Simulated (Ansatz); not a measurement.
# Molecular dynamics, step by step

CBrO (SMILES [Br-].[C-]#[O+]) (charge -1), singlet, PBE0-D4/def2-SVPD (Ansatz 0.2.0). Settings (timestep in fs, temperature in K; T counts 3 degrees of freedom):

```yaml
hamiltonian: {xc: pbe0, dispersion: d4}
md: {n_steps: 80, timestep: 0.5, temperature: 700, ensemble: nve, seed: 620, initial_velocities: maxwell_boltzmann}
```

Start (the SMILES describes the start alone):

| atom | x (Å) | y (Å) | z (Å) |
| --- | --- | --- | --- |
| Br1 | 0.0316 | -0.0133 | -2.2048 |
| C2 | 0.4664 | -0.1966 | 0.8879 |
| O3 | -0.4981 | 0.2100 | 1.3168 |

```json
{"step": "0", "time (fs)": "0.00", "potential energy less the start (meV)": "0.0", "kinetic energy (meV)": "90.5", "T (K)": "700"}
{"step": "5", "time (fs)": "2.50", "potential energy less the start (meV)": "14.2", "kinetic energy (meV)": "76.4", "T (K)": "591"}
{"step": "10", "time (fs)": "5.00", "potential energy less the start (meV)": "31.5", "kinetic energy (meV)": "59.3", "T (K)": "458"}
{"step": "15", "time (fs)": "7.50", "potential energy less the start (meV)": "6.8", "kinetic energy (meV)": "83.8", "T (K)": "648"}
{"step": "20", "time (fs)": "10.00", "potential energy less the start (meV)": "12.9", "kinetic energy (meV)": "77.7", "T (K)": "601"}
{"step": "25", "time (fs)": "12.50", "potential energy less the start (meV)": "34.9", "kinetic energy (meV)": "55.9", "T (K)": "433"}
{"step": "30", "time (fs)": "15.00", "potential energy less the start (meV)": "10.8", "kinetic energy (meV)": "79.7", "T (K)": "617"}
{"step": "35", "time (fs)": "17.50", "potential energy less the start (meV)": "23.2", "kinetic energy (meV)": "67.4", "T (K)": "522"}
{"step": "40", "time (fs)": "20.00", "potential energy less the start (meV)": "44.6", "kinetic energy (meV)": "46.2", "T (K)": "357"}
{"step": "45", "time (fs)": "22.50", "potential energy less the start (meV)": "21.5", "kinetic energy (meV)": "69.1", "T (K)": "534"}
{"step": "50", "time (fs)": "25.00", "potential energy less the start (meV)": "26.7", "kinetic energy (meV)": "63.9", "T (K)": "494"}
{"step": "55", "time (fs)": "27.50", "potential energy less the start (meV)": "50.6", "kinetic energy (meV)": "40.2", "T (K)": "311"}
{"step": "60", "time (fs)": "30.00", "potential energy less the start (meV)": "26.0", "kinetic energy (meV)": "64.5", "T (K)": "499"}
{"step": "65", "time (fs)": "32.50", "potential energy less the start (meV)": "37.3", "kinetic energy (meV)": "53.3", "T (K)": "412"}
{"step": "70", "time (fs)": "35.00", "potential energy less the start (meV)": "58.4", "kinetic energy (meV)": "32.4", "T (K)": "251"}
{"step": "75", "time (fs)": "37.50", "potential energy less the start (meV)": "34.4", "kinetic energy (meV)": "56.1", "T (K)": "434"}
{"step": "80", "time (fs)": "40.00", "potential energy less the start (meV)": "40.4", "kinetic energy (meV)": "50.1", "T (K)": "388"}
```

Step 10, positions (Å) and forces (eV/Å):

| atom | x | y | z | Fx | Fy | Fz |
| --- | --- | --- | --- | --- | --- | --- |
| Br1 | 0.030 | -0.013 | -2.211 | 0.025 | -0.011 | 0.044 |
| C2 | 0.493 | -0.208 | 0.926 | -2.314 | 0.976 | 0.793 |
| O3 | -0.512 | 0.216 | 1.319 | 2.289 | -0.965 | -0.837 |

Step 25, positions (Å) and forces (eV/Å):

```json
{"atom": "Br1", "x": "0.029", "y": "-0.012", "z": "-2.220", "Fx": "0.014", "Fy": "-0.006", "Fz": "0.002"}
{"atom": "C2", "x": "0.485", "y": "-0.205", "z": "0.999", "Fx": "2.504", "Fy": "-1.055", "Fz": "-0.845"}
{"atom": "O3", "x": "-0.499", "y": "0.210", "z": "1.311", "Fx": "-2.518", "Fy": "1.061", "Fz": "0.843"}
```

Step 40, positions (Å) and forces (eV/Å):

| atom | x | y | z | Fx | Fy | Fz |
| --- | --- | --- | --- | --- | --- | --- |
| Br1 | 0.027 | -0.012 | -2.229 | 0.045 | -0.019 | 0.042 |
| C2 | 0.520 | -0.219 | 1.055 | -2.450 | 1.033 | 0.439 |
| O3 | -0.518 | 0.218 | 1.315 | 2.406 | -1.014 | -0.481 |

Last step (80):

Br1  (0.025, -0.010, -2.253)
C2  (0.519, -0.219, 1.197)
O3  (-0.504, 0.213, 1.325)
(Å)

The run took about 100 s on 2 CPU threads (shared host).
